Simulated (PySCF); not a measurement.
# 19F chemical shifts

[PySCF 2.14.0 with density-fitted response routines: GIAO PBE0/pcSseg-1 shieldings; coordinates at the GFN2-xTB level; one averaged value for each set of equivalent atoms; isolated molecule; one computed conformer; non-relativistic Hamiltonian]

Shieldings were converted by a linear fit to measured shifts: 19F (scatter 6.0 ppm rms, 7.0 ppm with the 5 outliers that the fit left out vs CFCl3, solution or neat liquid, with a term for F on sp3 carbon). A few per cent of atoms miss by over 2 rms, more outside the fitted compound classes.

Give the 19F shifts of `C=C(COC(F)F)O[SiH3]`, `CSC(F)(F)[SiH2][SiH2][SiH3]`, `F[C@@H]1CCC(F)(F)C1`, `C[C@@H](F)/C=C/C(F)F`, `CO[SiH2]C(F)=C(F)F`.

## Answers


```json
{"compound": "C=C(COC(F)F)O[SiH3]", "environment": "fluorine of a CF2 group (×2)", "δ (ppm)": "-91.3"}
{"compound": "CSC(F)(F)[SiH2][SiH2][SiH3]", "environment": "fluorine of a CF2 group (×2)", "δ (ppm)": "-88.9"}
{"compound": "[F:1][C@@H:2]1[CH2:3][CH2:4][C:5]([F:6])([F:7])[CH2:8]1", "environment": "F6: fluorine of a CF2 group", "δ (ppm)": "-90.3"}
{"compound": "[F:1][C@@H:2]1[CH2:3][CH2:4][C:5]([F:6])([F:7])[CH2:8]1", "environment": "F7: fluorine of a CF2 group", "δ (ppm)": "-95.7"}
{"compound": "[F:1][C@@H:2]1[CH2:3][CH2:4][C:5]([F:6])([F:7])[CH2:8]1", "environment": "F1: fluorine on an sp3 carbon", "δ (ppm)": "-172.3"}
{"compound": "[CH3:1][C@@H:2]([F:3])/[CH:4]=[CH:5]/[CH:6]([F:7])[F:8]", "environment": "F7: fluorine of a CF2 group", "δ (ppm)": "-112.4"}
{"compound": "[CH3:1][C@@H:2]([F:3])/[CH:4]=[CH:5]/[CH:6]([F:7])[F:8]", "environment": "F8: fluorine of a CF2 group", "δ (ppm)": "-133.9"}
{"compound": "[CH3:1][C@@H:2]([F:3])/[CH:4]=[CH:5]/[CH:6]([F:7])[F:8]", "environment": "F3: fluorine on an sp3 carbon", "δ (ppm)": "-188.4"}
{"compound": "[CH3:1][O:2][SiH2:3][C:4]([F:5])=[C:6]([F:7])[F:8]", "environment": "F8: vinylic fluorine", "δ (ppm)": "-79.4"}
{"compound": "[CH3:1][O:2][SiH2:3][C:4]([F:5])=[C:6]([F:7])[F:8]", "environment": "F7: vinylic fluorine", "δ (ppm)": "-110.8"}
{"compound": "[CH3:1][O:2][SiH2:3][C:4]([F:5])=[C:6]([F:7])[F:8]", "environment": "F5: vinylic fluorine", "δ (ppm)": "-212.3"}
```
